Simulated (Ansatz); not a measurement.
A nudged elastic band was laid between two geometries of C2H10OSiSn (15 atoms, charge 0, multiplicity 1).

Computed with Ansatz 0.2.0, RKS PBE-D4/def2-SVP.

```yaml
movable_images: 7
climbing_image: yes
spring: 5.0 eV/Å²
optimiser: fire
start_path: through a guess of the saddle point
force_threshold: 0.03 eV/Å
iteration_limit: 60
end_points: relaxed
```

Initial state:

```xyz
15
Properties=species:S:1:pos:R:3
C -0.998 1.067 1.797
Sn 0.487 -0.384 1.174
O 2.261 0.532 0.863
C -0.118 -1.335 -0.700
Si -0.121 -0.131 -2.147
H -1.929 0.548 2.097
H -0.613 1.650 2.656
H -1.221 1.754 0.957
H 0.890 -1.546 2.392
H 2.234 1.033 0.026
H -1.131 -1.764 -0.550
H 0.584 -2.174 -0.886
H 1.231 0.526 -2.282
H -1.130 0.963 -1.905
H -0.449 -0.789 -3.462
```

Final state:

```xyz
15
Properties=species:S:1:pos:R:3
C -1.033 1.035 1.801
Sn 0.438 -0.430 1.177
O 2.240 0.454 0.944
C -0.135 -1.307 -0.743
Si -0.043 -0.064 -2.154
H -0.656 1.591 2.680
H -1.226 1.744 0.973
H -1.979 0.525 2.070
H 0.783 -1.637 2.367
H 2.250 0.976 0.119
H -1.168 -1.699 -0.637
H 0.540 -2.167 -0.930
H 1.342 0.528 -2.239
H -1.003 1.071 -1.904
H -0.370 -0.669 -3.495
```

(1) Which bonds break or form, and what moves?

(2) Give the energies along the band, and the barrier.

(3) What is the geometry of the highest image?

The band took 40 iterations and of the order of 21 core-minutes.

Results:

(1) No bond is made or broken. The dihedral H7–C1–Sn2–O3 goes from -52 to 68°. The two ends are copies of one structure, up to a mirror image or an exchange of like atoms.

(2) The run converged. The highest image is number 4 of 0 to 8, 0.5 kcal/mol above the ends, which have the same energy within 2 meV. The order of the stationary point at the top wasn't checked.

| image | path coordinate (Å) | energy (kcal/mol) | dihedral H7–C1–Sn2–O3 (°) |
| --- | --- | --- | --- |
| 0 | 0.00 | 0.0 | -52 |
| 1 | 0.41 | 0.1 | -40 |
| 2 | 0.81 | 0.2 | -27 |
| 3 | 1.21 | 0.3 | -15 |
| 4 | 1.61 | 0.5 | -2 |
| 5 | 2.19 | 0.3 | 15 |
| 6 | 2.76 | 0.2 | 33 |
| 7 | 3.34 | 0.1 | 51 |
| 8 | 3.91 | 0.0 | 68 |

(3) 
```xyz
15
Properties=species:S:1:pos:R:3
C -0.978 1.072 1.679
Sn 0.449 -0.485 1.176
O 2.284 0.343 1.002
C -0.073 -1.370 -0.753
Si -0.140 -0.062 -2.107
H -1.489 0.837 2.632
H -0.434 2.030 1.789
H -1.725 1.169 0.868
H 0.699 -1.667 2.414
H 2.242 1.098 0.385
H -1.060 -1.866 -0.637
H 0.678 -2.154 -0.985
H 1.195 0.626 -2.236
H -1.153 0.994 -1.743
H -0.517 -0.617 -3.456
```

The run took 11 min on 2 threads of Intel(R) Xeon(R) Platinum 8488C (Sapphire Rapids), with other jobs on the host, peak memory 0.21 GiB.
